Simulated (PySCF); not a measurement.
Species: [Si5]2- (charge -2).
Geometry (PBE0-D3(BJ)/def2-SVP, Å), atoms numbered from 1 in this order:
```xyz
5
Si5 angstrom
Si    -0.2567   -1.3305    1.2874
Si    -1.0696    0.8207    0.6355
Si    -0.3388   -0.9771   -1.0739
Si     1.4152    0.1588    0.4423
Si     0.2498    1.3281   -1.2913
```

Probes without a nucleus sit at each ring's centroid and 1 Å off its mean plane on both sides; NICS is minus the shielding there, NICSzz its component along the normal. Level: GIAO KT2/pcSseg-1 (PySCF, non-relativistic, gas phase) on the PBE0-D3(BJ)/def2-SVP geometry, one conformer.

Ring bond lengths (Å): Si1–Si2 2.390, Si2–Si3 2.586, Si3–Si1 2.389; Si1–Si2 2.390, Si2–Si4 2.579, Si4–Si1 2.393; Si1–Si3 2.389, Si3–Si4 2.582, Si4–Si1 2.393; Si2–Si3 2.586, Si3–Si5 2.389, Si5–Si2 2.390; Si2–Si4 2.579, Si4–Si5 2.394, Si5–Si2 2.390.

Problem. Give the NICS values of each ring in ppm.

Solution. 
```
       ring                       type  NICS(0)  NICS(1), two faces  NICS(1)zz, two faces  rms pucker (Å)  centre to ring atoms, mean (Å)
Si1–Si2–Si3  3-membered ring with 3 Si    -44.2       -21.2 / -42.1         -34.5 / -42.9            0.00                            1.42
Si1–Si2–Si4  3-membered ring with 3 Si    -44.2       -42.0 / -21.1         -42.5 / -34.5            0.00                            1.42
Si1–Si3–Si4  3-membered ring with 3 Si    -44.2       -21.2 / -42.0         -34.5 / -42.6            0.00                            1.42
Si2–Si3–Si5  3-membered ring with 3 Si    -44.2       -42.1 / -21.2         -42.9 / -34.5            0.00                            1.42
Si2–Si4–Si5  3-membered ring with 3 Si    -44.2       -42.0 / -21.1         -42.5 / -34.5            0.00                            1.42
```

Problem. What do they say, and how far can they be read as aromaticity?

Solution. 
- Si1–Si2–Si3: mean NICS(1)zz -38.7 ppm, shielded. Si2, Si3 have four or more neighbours, so the value isn't read as a sign of a π ring current. The two faces differ by 8.4 ppm, so no symmetry operation interchanges them. NICS(0) lies 13 ppm below the mean NICS(1).
- Si1–Si2–Si4: mean NICS(1)zz -38.5 ppm, shielded. Si2, Si4 have four or more neighbours, so the value isn't read as a sign of a π ring current. The two faces differ by 8.0 ppm, so no symmetry operation interchanges them. NICS(0) lies 13 ppm below the mean NICS(1).
- Si1–Si3–Si4: mean NICS(1)zz -38.6 ppm, shielded. Si3, Si4 have four or more neighbours, and the NICS criterion for π rings isn't applied. The two faces differ by 8.1 ppm, so no symmetry operation interchanges them. NICS(0) lies 13 ppm below the mean NICS(1).
- Si2–Si3–Si5: mean NICS(1)zz -38.7 ppm, shielded. Si2, Si3 have four or more neighbours, so the value isn't read as a sign of a π ring current. The two faces differ by 8.4 ppm, so no symmetry operation interchanges them. NICS(0) lies 13 ppm below the mean NICS(1).
- Si2–Si4–Si5: mean NICS(1)zz -38.5 ppm, shielded. Si2, Si4 have four or more neighbours, and the NICS criterion for π rings isn't applied. The two faces differ by 8.0 ppm, so no symmetry operation interchanges them. NICS(0) lies 13 ppm below the mean NICS(1).

Problem. What field does 7.05 T along the ring normal induce along that normal at the first NICS(1) probe listed for ring Si1–Si3–Si4, 1 Å off the ring?

Solution. NICSzz × B0 = -34.5 ppm × 7.05 T = -243 μT, against the applied field.

Problem. List the ring angles.

Solution. 
- Si1–Si2–Si3: Si1 65.5°, Si2 57.2°, Si3 57.3°; sum 180.0° against 180° for a flat convex ring.
- Si1–Si2–Si4: Si1 65.2°, Si2 57.4°, Si4 57.3°; sum 180.0° against 180° for a flat convex ring.
- Si1–Si3–Si4: Si1 65.3°, Si3 57.4°, Si4 57.2°; sum 180.0° against 180° for a flat convex ring.
- Si2–Si3–Si5: Si2 57.2°, Si3 57.2°, Si5 65.5°; sum 180.0° against 180° for a flat convex ring.
- Si2–Si4–Si5: Si2 57.5°, Si4 57.3°, Si5 65.2°; sum 180.0° against 180° for a flat convex ring.

Problem. What are the shieldings of the ring atoms and their hydrogens in the same run (means over atoms taken as equivalent)?

Solution. 
```tsv
atoms	environment	σ isotropic (ppm)	principal values of the symmetric part, first atom (ppm)
Si1 (×2)	silicon bonded to 3 Si	-46.1	-331.6, -316.1, 509.3
Si2 (×3)	silicon bonded to 4 Si	730.3	453.0, 865.3, 871.3
```

Problem. How do the values depend on the level or the medium?

Solution. 
```tsv
level	NICS(0), Si1–Si2–Si3	mean NICS(1)zz, Si1–Si2–Si3	NICS(0), Si1–Si2–Si4	mean NICS(1)zz, Si1–Si2–Si4	NICS(0), Si1–Si3–Si4	mean NICS(1)zz, Si1–Si3–Si4
KT2/pcSseg-1, gas	-44.2	-38.7	-44.2	-38.5	-44.2	-38.6
PBE0/pcSseg-1, gas	-44.9	-39.9	-44.9	-39.7	-44.9	-39.7
```

The geometry is the same throughout.
